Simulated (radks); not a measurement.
Spin polarisation of the 4d4 shell in Mo2+. Start: [Kr] 4d(up 2, down 2); electrons of 4d are moved from spin down to spin up, other shells keep equal spins. Calculated with a radial shooting solver on a logarithmic mesh with Libxc functionals: scalar-relativistic Kohn-Sham, PBE, spin-polarised, spherical densities, finite nucleus; Fermi nuclear charge, rms radius of each element as measured or else 0.836 A^(1/3) + 0.57 fm.

moment (Bohr magnetons)  E - E(0) (eV)  e(4d up) (eV)  e(4d down) (eV)  4p down minus up (eV)  4s down minus up (eV)
0                                0.000        -20.827          -20.827                 0.000                  0.000
1                               -0.184        -21.172          -20.434                  0.693                  0.625
2                               -0.738        -21.471          -19.992                  1.391                  1.254
3                               -1.665        -21.725          -19.494                  2.098                  1.891
4                               -2.976        -21.936          -18.896                  2.817                  2.538

At moment 4 the spin-polarisation energy is -2.976 eV and the 4d exchange splitting 3.039 eV, that is 0.760 eV per Bohr magneton; E = -I m^2/4 would give I = 0.744 eV.
